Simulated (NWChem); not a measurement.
System: BeCl$_{2}$; SMILES [Cl][Be][Cl]

Output (shortened):

```
             Northwest Computational Chemistry Package (NWChem) 7.3.0
             --------------------------------------------------------

                             Geometry "geometry" -> ""
                             -------------------------

 Output coordinates in angstroms (scale by  1.889725989 to convert to a.u.)

  No.       Tag          Charge          X              Y              Z
 ---- ---------------- ---------- -------------- -------------- --------------
    1 Be                   4.0000     0.00000000     0.00000000     0.00000000
    2 Cl                  17.0000     0.00000000     0.00000000     1.81373500
    3 Cl                  17.0000     0.00000000     0.00000000    -1.81373500

 Effective nuclear repulsion energy (a.u.)      81.8389777693

                              NWChem Property Module
                              ----------------------

  itol2e modified to match energy
  convergence criterion.

                                 NWChem DFT Module
                                 -----------------

 Summary of "ao basis" -> "ao basis" (spherical)
 ------------------------------------------------------------------------------
       Tag                 Description            Shells   Functions and Types
 ---------------- ------------------------------  ------  ---------------------
 Be                         def2-svp                 5        9   3s2p
 Cl                         def2-svp                 8       18   4s3p1d

  itol2e modified to match energy
  convergence criterion.

            General Information
            -------------------
          SCF calculation type: DFT
          Wavefunction type:  closed shell.
          No. of atoms     :     3
          No. of electrons :    38
           Alpha electrons :    19
            Beta electrons :    19
          Charge           :     0
          Spin multiplicity:     1
          Use of symmetry is: off; symmetry adaption is: off
          Maximum number of iterations: 150
          AO basis - number of functions:    45
                     number of shells:    21
          Convergence on energy requested:  1.00D-07
          Convergence on density requested:  1.00D-05
          Convergence on gradient requested:  5.00D-04

              XC Information
              --------------
                         B3LYP Method XC Potential
                     Hartree-Fock (Exact) Exchange  0.200
                        Slater Exchange Functional  0.800 local
                    Becke 1988 Exchange Functional  0.720 non-local
              Lee-Yang-Parr Correlation Functional  0.810
                  VWN I RPA Correlation Functional  0.190 local

             Grid Information
             ----------------
          Grid used for XC integration:  fine
          Radial quadrature: Mura-Knowles
          Angular quadrature: Lebedev.
          Tag              B.-S. Rad. Rad. Pts. Rad. Cut. Ang. Pts.
          ---              ---------- --------- --------- ---------
          Be                  1.05       70           8.0       590
          Cl                  1.00      123          10.0       770
          Grid pruning is: on
          Number of quadrature shells:   316
          Spatial weights used:  Erf1

      Superposition of Atomic Density Guess
      -------------------------------------

 Sum of atomic energies:        -933.20076527

      Non-variational initial energy
      ------------------------------

 Total energy =    -933.736370
 1-e energy   =   -1451.441351
 2-e energy   =     435.866003
 HOMO         =      -0.453870
 LUMO         =      -0.001192

   convergence    iter        energy       DeltaE   RMS-Dens  Diis-err
 ---------------- ----- ----------------- --------- --------- ---------
 d= 0,ls=0.0,diis     1   -934.9717692152 -1.02D+03  2.04D-02  3.23D-01
 d= 0,ls=0.0,diis     2   -934.9857237059 -1.40D-02  1.16D-02  1.87D-01
 d= 0,ls=0.0,diis     3   -935.0136378422 -2.79D-02  2.75D-03  1.96D-02
 d= 0,ls=0.0,diis     4   -935.0167157228 -3.08D-03  3.40D-04  2.70D-04
 d= 0,ls=0.0,diis     5   -935.0167493823 -3.37D-05  3.09D-05  2.66D-06
 d= 0,ls=0.0,diis     6   -935.0167497499 -3.68D-07  1.02D-05  1.56D-07
 d= 0,ls=0.0,diis     7   -935.0167497786 -2.87D-08  3.31D-07  3.73D-11

         Total DFT energy =     -935.016749778575
      One electron energy =    -1453.115816780504
           Coulomb energy =      495.719338644661
    Exchange-Corr. energy =      -59.459249412040
 Nuclear repulsion energy =       81.838977769308

 Numeric. integr. density =       38.000000091172

                       DFT Final Molecular Orbital Analysis
                       ------------------------------------

 Vector   17  Occ=2.000000D+00  E=-3.567424D-01
              MO Center= -2.3D-09, -1.9D-09,  5.1D-07, r^2= 4.0D+00
   Bfn.  Coefficient  Atom+Function         Bfn.  Coefficient  Atom+Function
  ----- ------------  ---------------      ----- ------------  ---------------
    20      0.300174  2 Cl px                38      0.300174  3 Cl px
    21      0.260151  2 Cl py                39      0.260151  3 Cl py
    17      0.239918  2 Cl px                35      0.239918  3 Cl px
    18      0.207930  2 Cl py                36      0.207930  3 Cl py
     4     -0.140140  1 Be px                14      0.138842  2 Cl px

 Vector   18  Occ=2.000000D+00  E=-3.330090D-01
              MO Center= -7.8D-10,  7.0D-10, -7.2D-07, r^2= 4.3D+00
   Bfn.  Coefficient  Atom+Function         Bfn.  Coefficient  Atom+Function
  ----- ------------  ---------------      ----- ------------  ---------------
    21      0.358074  2 Cl py                39     -0.358075  3 Cl py
    20     -0.307748  2 Cl px                38      0.307749  3 Cl px
    18      0.256348  2 Cl py                36     -0.256348  3 Cl py
    17     -0.220319  2 Cl px                35      0.220320  3 Cl px
    15      0.150194  2 Cl py                33     -0.150194  3 Cl py

 Vector   19  Occ=2.000000D+00  E=-3.330090D-01
              MO Center=  2.4D-09,  2.2D-09, -5.0D-07, r^2= 4.3D+00
   Bfn.  Coefficient  Atom+Function         Bfn.  Coefficient  Atom+Function
  ----- ------------  ---------------      ----- ------------  ---------------
    20      0.358074  2 Cl px                38     -0.358075  3 Cl px
    21      0.307748  2 Cl py                39     -0.307749  3 Cl py
    17      0.256348  2 Cl px                35     -0.256348  3 Cl px
    18      0.220319  2 Cl py                36     -0.220320  3 Cl py
    14      0.150194  2 Cl px                32     -0.150194  3 Cl px

[...]

          -----------------------
          Electric field gradient
          -----------------------

 1 a.u. = 0.324123 10**(16) esu/cm**3  ( or statvolts/cm**2 ) = 0.97174 10**(22) v/m**2

 ------------------------------------------------------------
   Atom      X         Y         Z
 ------------------------------------------------------------
    1 Be   0.00000   0.00000   0.00000
 ------------------------------------------------------------

 Electric field gradient in molecular frame (a.u.)
         XX             YY             ZZ             XY             XZ             YZ
 ------------------------------------------------------------------------------------------
       -0.057091      -0.057091       0.114183       0.000000      -0.000000      -0.000000

 Principal components (a.u.) and orientation
 of principal axis w.r.t. absolute frame                      Asymmetry parameter eta
 --------------------------------------------------------------------------------------
        0.114183      -0.057091      -0.057091                       0.000000

       -0.000000      -0.611597       0.791169
       -0.000000       0.791169       0.611597
        1.000000      -0.000000       0.000000

 ------------------------------------------------------------
   Atom      X         Y         Z
 ------------------------------------------------------------
    2 Cl   0.00000   0.00000   3.42746
 ------------------------------------------------------------

 Electric field gradient in molecular frame (a.u.)
         XX             YY             ZZ             XY             XZ             YZ
 ------------------------------------------------------------------------------------------
        0.518657       0.518657      -1.037314       0.000000       0.000000       0.000000

 Principal components (a.u.) and orientation
 of principal axis w.r.t. absolute frame                      Asymmetry parameter eta
 --------------------------------------------------------------------------------------
       -1.037314       0.518657       0.518657                       0.000000

       -0.000000       0.757386      -0.652968
       -0.000000       0.652968       0.757386
        1.000000       0.000000      -0.000000

 ------------------------------------------------------------
   Atom      X         Y         Z
 ------------------------------------------------------------
    3 Cl   0.00000   0.00000  -3.42746
 ------------------------------------------------------------

 Electric field gradient in molecular frame (a.u.)
         XX             YY             ZZ             XY             XZ             YZ
 ------------------------------------------------------------------------------------------
        0.518657       0.518657      -1.037314       0.000000       0.000000      -0.000000

 Principal components (a.u.) and orientation
 of principal axis w.r.t. absolute frame                      Asymmetry parameter eta
 --------------------------------------------------------------------------------------
       -1.037314       0.518657       0.518657                       0.000000

       -0.000000       0.735893      -0.677098
        0.000000       0.677098       0.735893
        1.000000      -0.000000      -0.000000
```

Level: B3LYP/def2-SVP. Coordinates come from a PBE-D3(BJ)/def2-SVP optimisation. B3LYP is NWChem's, with the RPA form of VWN correlation. NWChem prints the field gradient with the sign opposite to the second derivative of the potential.

Reconstruct the input file.

One answer among several that fit: the input that was run:
```
start job
memory heap 200 mb stack 900 mb global 1100 mb
geometry units angstroms noautosym nocenter noautoz
  Be     0.000000     0.000000     0.000000
  Cl     0.000000     0.000000     1.813735
  Cl     0.000000     0.000000    -1.813735
end
basis spherical
  * library def2-svp
end
dft
  xc b3lyp
  iterations 150
end
property
  efieldgrad
end
task dft property
```
